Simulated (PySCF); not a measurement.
Compound: C₇H₇OPS.
SMILES with atom numbers: `[CH3:1][S:2][c:3]1[cH:4][cH:5][cH:6][p:7][c:8]1[CH:9]=[O:10]`

Geometry (GFN2-xTB, Å), atoms numbered from 1 in this order:
```
atom  x, y, z in Å
C1    -2.736   -0.916    0.141
S2    -1.866    0.680    0.149
C3    -0.149    0.270    0.023
C4     0.273   -1.053   -0.016
C5     1.606   -1.417   -0.119
C6     2.653   -0.524   -0.198
P7     2.500    1.202   -0.168
C8     0.755    1.338   -0.030
C9     0.337    2.730    0.035
O10    1.125    3.646   -0.003
H11   -2.530   -1.453   -0.780
H12   -2.468   -1.502    1.016
H13   -3.789   -0.654    0.186
H14   -0.454   -1.846    0.040
H15    1.829   -2.476   -0.137
H16    3.656   -0.919   -0.278
H17   -0.750    2.907    0.128
```

NICS is the negative of the GIAO shielding at a point without a nucleus: at the ring centre (0) and 1 Å above and below it (1); zz is the component along the ring normal. Level: GIAO PBE0/pcSseg-1 (PySCF, non-relativistic, gas phase) on the GFN2-xTB geometry, one conformer.

Ring bond lengths (Å), with Mayer bond orders in brackets: C3–C4 1.389 (1.33), C4–C5 1.386 (1.48), C5–C6 1.378 (1.44), C6–P7 1.733 (1.29), P7–C8 1.756 (1.30), C8–C3 1.401 (1.29).

Problem. Give the NICS values of each ring in ppm.

Solution. 
| ring | type | NICS(0) | NICS(1), two faces | NICS(1)zz, two faces | rms pucker (Å) | centre to ring atoms, mean (Å) |
| --- | --- | --- | --- | --- | --- | --- |
| C3–C4–C5–C6–P7–C8 | 6-membered ring with P; formal bonds all aromatic | -5.8 | -9.1 / -9.2 | -20.8 / -21.0 | 0.00 | 1.50 |

Problem. What do they say, and how far can they be read as aromaticity?

Solution. 
- C3–C4–C5–C6–P7–C8: mean NICS(1)zz -20.9 ppm, shielded.

Problem. What does the geometric index give? HOMA takes Krygowski's 1993 parameters.

Solution. 
- C3–C4–C5–C6–P7–C8: HOMA 0.90; the largest term is that of P7–C8, α(R − Ropt)² = 0.40.

Problem. Give the inner angles of the rings and the Hirshfeld charges of the ring atoms.

Solution. 
- C3–C4–C5–C6–P7–C8: C3 121.9° (-0.004 e), C4 123.0° (-0.059 e), C5 124.4° (-0.029 e), C6 125.3° (-0.113 e), P7 99.6° (+0.145 e), C8 125.8° (-0.094 e); sum 720.0° against 720° for a flat convex ring.

Problem. What are the shieldings of the ring atoms and their hydrogens in the same run (means over atoms taken as equivalent)?

Solution. 
```csv
atoms,environment,σ isotropic (ppm),"principal values of the symmetric part, first atom (ppm)"
C3,substituted aromatic carbon,28.5,"-45.2, -21.4, 152.2"
C4,aromatic CH carbon,60.2,"-38.4, 41.7, 177.3"
C5,aromatic CH carbon,45.7,"-69.0, 33.6, 172.5"
C6,aromatic CH carbon,24.0,"-144.8, 35.8, 181.0"
P7,phosphorus bonded to 2 C,43.6,"-331.0, -64.5, 526.3"
C8,substituted aromatic carbon,21.8,"-113.1, 23.8, 154.7"
H14,aromatic hydrogen,24.67,"19.5, 23.2, 31.4"
H15,aromatic hydrogen,23.78,"19.6, 23.9, 27.8"
H16,aromatic hydrogen,22.76,"20.0, 21.2, 27.2"
```
